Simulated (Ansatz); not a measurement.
Isomers of CH₂AlFO, relaxed with PBE0-D4/def2-TZVP in Ansatz; electronic energies, one conformer each and not always the lowest. Functionals use def2-TZVPP; CBS adds triple-zeta CCSD(T) − MP2 to the MP2 limit of def2-TZVPP and def2-QZVPP.

Order them by energy at frozen-core CCSD(T)/CBS, lowest first. (An estimate is asked.)
A. `F[CH]1[O][AlH]1`
B. `[F][Al]1[CH2][O]1`
C. `O=[CH][AlH][F]`

B (0.0 kJ/mol), C (17.9 kJ/mol), A (221.3 kJ/mol).

How do PBE0-D4, r2SCAN-D4, ωB97M-V, PBE-D4 place them (kJ/mol, against `[F][Al]1[CH2][O]1`)? (An estimate is asked.)

Ansatz gave: 
```tsv
isomer	PBE0-D4	r2SCAN-D4	ωB97M-V	PBE-D4
`F[CH]1[O][AlH]1`	202.7	208.3	209.3	194.1
`O=[CH][AlH][F]`	19.4	25.7	13.6	17.1
```
